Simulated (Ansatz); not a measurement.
Stepwise reaction of `C[NH][Al]([OH])[OH]` with hydrogen fluoride, as a gas-phase model of exchange steps in deposition or etching. ΔE in kJ/mol.

Program: Ansatz. Geometries: PBE0-D4/def2-TZVP. ΔE: electronic, gas phase. CCSD(T)/CBS is the MP2 limit (def2-TZVPP, def2-QZVPP) plus CCSD(T) − MP2 in def2-TZVPP, frozen cores. This one scheme is used for every species. DFT in def2-TZVPP. B3LYP here is the variant with VWN-RPA as its local correlation; programs differ in this. One conformer a species, not always the lowest.

```json
{"step": "1", "reaction": "`C[NH][Al]([OH])[OH]` + H–F → `C[NH][Al]([OH])[F]` + H₂O", "PBE-D4": "-53.6", "B3LYP-D4": "-55.2", "ωB97M-V": "-54.6", "CCSD(T)/CBS": "-54.0"}
{"step": "2", "reaction": "`C[NH][Al]([OH])[F]` + H–F → `C[NH][Al]([F])[F]` + H₂O", "PBE-D4": "-46.0", "B3LYP-D4": "-47.5", "ωB97M-V": "-47.2", "CCSD(T)/CBS": "-48.0"}
```

Task: By hand: ΔE of the 2 steps together at CCSD(T)/CBS.

Result: (-54.0) + (-48.0) = -102.0 kJ/mol, or -51.0 kJ/mol a step.

In ΔE each step is higher than the one before. All are downhill at CCSD(T)/CBS. PBE-D4 differs from CCSD(T)/CBS by 0.4 to 2.0 kJ/mol a step. Isolated molecules leave out the surface, adducts and barriers. Largest T1 diagnostic: 0.012.
